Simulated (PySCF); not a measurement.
Match the calculated data to a structure.

All candidates are C7H8O2.

- UV, first state: lowest singlet excitation: 4.99 eV (249 nm, f = 0.001) [TDDFT CAM-B3LYP/def2-SVPD]
- Rotational structure: rotational constants A, B, C: 4.161, 0.768, 0.715 GHz [GFN2-xTB]
- UV, strongest line: among the 8 lowest singlet transitions: S2 at 6.01 eV (206 nm, f = 0.307) [TDDFT CAM-B3LYP/def2-SVPD]
- Polarisability: 89.0 au [CAM-B3LYP/def2-SVPD]
- Dipole: 1.00 D [CAM-B3LYP/def2-SVPD]
- Triplet: lowest triplet excitation (Tamm–Dancoff): 3.79 eV [TDA CAM-B3LYP/def2-SVPD]

The electronic properties come from PySCF, for the isolated species, density fitting. Levels stand in brackets. Geometry: GFN2-xTB, one conformer, isolated molecule.

Question: Which candidate is it?
A. `O=C[C@@H]1CC=CC(=O)C1`
B. `C#CCC/C=C\C(=O)O`
C. `CC#C/C=C\OC(C)=O`
D. `C/C=C(C=O)/C=C\C=O`

Answer: B. It is `C#CCC/C=C\C(=O)O`. Numbering: `[CH:1]#[C:2][CH2:3][CH2:4]/[CH:5]=[CH:6]\[C:7](=[O:8])[OH:9]`. Its formula, C7H8O2, gives 4 degrees of unsaturation: 0 rings and 4 π bonds in the structure found. The optimised geometry has point group C1 and is an asymmetric top.

The others, at the same levels:
- `O=C[C@@H]1CC=CC(=O)C1` fails: its computed lowest singlet excitation is 3.85 eV (322 nm, f = 0.000) (against 4.99 eV), lowest triplet excitation (Tamm–Dancoff) is 3.36 eV (against 3.79 eV) and static isotropic polarisability is 82.5 au (against 89.0 au).
- `C/C=C(C=O)/C=C\C=O` fails: its computed lowest singlet excitation is 3.70 eV (335 nm, f = 0.005) (against 4.99 eV), lowest triplet excitation (Tamm–Dancoff) is 2.95 eV (against 3.79 eV) and strongest line among the 8 lowest singlet transitions is S7 at 6.60 eV (188 nm, f = 0.281) (against S2 at 6.01 eV).
- `CC#C/C=C\OC(C)=O` fails: its computed lowest singlet excitation is 5.32 eV (233 nm, f = 0.519) (against 4.99 eV), lowest triplet excitation (Tamm–Dancoff) is 3.34 eV (against 3.79 eV) and static isotropic polarisability is 97.3 au (against 89.0 au).

Each candidate is one conformer, not necessarily the lowest. Dipoles, sizes and rotational constants follow the conformer. The torsions of the flexible species, by atom-mapped SMILES:
- `[CH:1]#[C:2][CH2:3][CH2:4]/[CH:5]=[CH:6]\[C:7](=[O:8])[OH:9]`: C2–C3–C4–C5 62°, C3–C4–C5–C6 96°, C5–C6–C7–O8 -6°, H–O9–C7–C6 180°
- `[CH3:1]/[CH:2]=[C:3]([CH:4]=[O:5])/[CH:6]=[CH:7]\[CH:8]=[O:9]`: C2–C3–C4–O5 167°, C2–C3–C6–C7 37°, C6–C7–C8–O9 -160°
- `[CH3:1][C:2]#[C:3]/[CH:4]=[CH:5]\[O:6][C:7]([CH3:8])=[O:9]`: C4–C5–O6–C7 180°, C5–O6–C7–C8 -178°

The conformers of `O=C[C@@H]1CC=CC(=O)C1` aren't listed.
